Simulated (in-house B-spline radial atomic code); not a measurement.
# Ionising Xe²⁺ with different functionals

Computed with a radial B-spline atomic code at the basis-set limit: non-relativistic Hamiltonian, point nucleus, spin-polarised at highest spin, spherical fractional occupations for the functionals, the average over the highest-spin determinants for Hartree-Fock. The ionisation energy is the difference of two self-consistent energies, [Kr] 4d10 5s2 5p4 → [Kr] 4d10 5s2 5p3, without Breit or QED terms; ε is the level of the shell that loses the electron (its least bound occupied spin orbital). There is no spin-orbit coupling in this Hamiltonian.

Hybrids are left out here: with spherical fractional occupations of an open shell their exact exchange keeps a self-interaction that integer-occupation calculations don't have.

```tsv
method	rung	ΔSCF (eV)	-ε(5p) (eV)
Hartree-Fock	Hartree-Fock	29.03	29.51
LDA VWN5	LDA	30.74	25.97
LDA PW92	LDA	30.75	25.98
LDA exchange-only	LDA	28.93	24.33
PBE	GGA	30.28	25.60
PBEsol	GGA	30.31	25.65
BLYP	GGA	30.34	25.55
RPBE	GGA	30.11	25.50
PW91	GGA	30.38	25.70
BP86	GGA	30.50	25.79
AM05	GGA	30.27	25.62
OLYP	GGA	29.91	25.35
TPSS	meta-GGA	30.19	25.62
SCAN	meta-GGA	30.10	25.62
r2SCAN	meta-GGA	30.02	25.59
M06-L	meta-GGA	29.92	25.32
revTPSS	meta-GGA	30.15	25.59
```

Q: How do they compare with the NIST value?

A: NIST lists 31.05 eV ± 0.04 (semi-empirical, ground level to ground level). Errors run from -2.12 to -0.30 eV; LDA PW92 is closest (-0.30 eV), though others lie within the uncertainty of it, and part of that can be cancellation, since the calculations leave out relativity, Breit-QED terms, multiplet and fine-structure energies. Hartree-Fock also lacks correlation.
